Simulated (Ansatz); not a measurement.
Compare A (`[SiH3]C[SiH2][SeH]`) with its isomer B (`[SiH3][SiH2]C[SeH]`).

Gas-phase electronic energies from Ansatz, PBE0-D4/def2-TZVP geometries. CCSD(T)/CBS adds triple-zeta CCSD(T) − MP2 to the extrapolated MP2 energy (def2 sets, frozen cores). Functionals use def2-TZVPP. B3LYP here is the variant with VWN-RPA as its local correlation; programs differ in this. For Se outer-core shells are correlated without core-valence functions, which leaves a few kJ/mol of doubt a bond. Scalar relativity is left out up to krypton. One conformer a species, not always the lowest.

Which is lower in electronic energy at CCSD(T)/CBS, and by how much? (An estimate is asked.)

Computed: A, by 115.1 kJ/mol.

Give E(B) − E(A) in kJ/mol with PBE0-D4, B2PLYP, B3LYP, CCSD(T)/def2-TZVPP, B3LYP-D4, ωB97M-V, HF/def2-TZVPP. (Estimate.)

Ansatz gave: PBE0-D4 108.8, B2PLYP 113.8, B3LYP 110.2, CCSD(T)/def2-TZVPP 110.5, B3LYP-D4 110.3, ωB97M-V 118.8, HF/def2-TZVPP 123.0. None reverses the order clearly.

Does the order hold for the free energy at 298.15 K (harmonic terms from PBE0-D4)? (An estimate is asked.)

The calculation gave: Yes: G(B) − G(A) = +113.9 kJ/mol, for one conformer each. Modes under 60 cm⁻¹, often nearly free rotors, make the harmonic entropy too high.

Largest T1 diagnostic: 0.011.

From r2SCAN to r2SCAN0 (25 % exact exchange), in def2-TZVPP and without D4, E(B) − E(A) moves by +3.8 kJ/mol. Leaving LDA and LC-ωPBE aside and taking each functional with its dispersion term where it has one, the values, not all of them listed here, spread over 17.9 kJ/mol, from revPBE-D4 to ωB97M-V. LDA lies +3.0 kJ/mol from PBE without D4.
